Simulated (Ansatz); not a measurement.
Start from `C=C[Si](N)(O)O` and change one atom or group to get `N[Si](O)(O)O`.

Ansatz, PBE0-D4/def2-TZVP geometries, multiplicity 1. Each molecule was computed in one conformer, which needn't be the lowest.

| property | `C=C[Si](N)(O)O` |
| --- | --- |
| size of the dipole moment (B3LYP/def2-TZVPP) / D | 1.94 |
| HOMO energy (ωB97M-V/def2-TZVPP) / eV | -10.01 |
| HOMO energy (B3LYP/def2-TZVPP) / eV | -7.34 |
| HOMO–LUMO gap (PBE/def2-TZVPP) / eV | 4.71 |
| LUMO energy (PBE/def2-TZVPP) / eV | -1.39 |
| HOMO energy (PBE/def2-TZVPP) / eV | -6.09 |

**Question.** What does the change do to each property? (Best estimate.)

**Answer.** The calculation gave: 
```
                                        property  `N[Si](O)(O)O`  shift
size of the dipole moment (B3LYP/def2-TZVPP) / D            1.07  -0.87
           HOMO energy (ωB97M-V/def2-TZVPP) / eV          -10.02  -0.01
             HOMO energy (B3LYP/def2-TZVPP) / eV           -7.33   0.01
             HOMO–LUMO gap (PBE/def2-TZVPP) / eV            5.78   1.07
               LUMO energy (PBE/def2-TZVPP) / eV           -0.28   1.11
               HOMO energy (PBE/def2-TZVPP) / eV           -6.06   0.03
```

Dipoles are sizes alone; their direction can turn.

B3LYP here is the variant with VWN-RPA as its local correlation; programs differ in this.
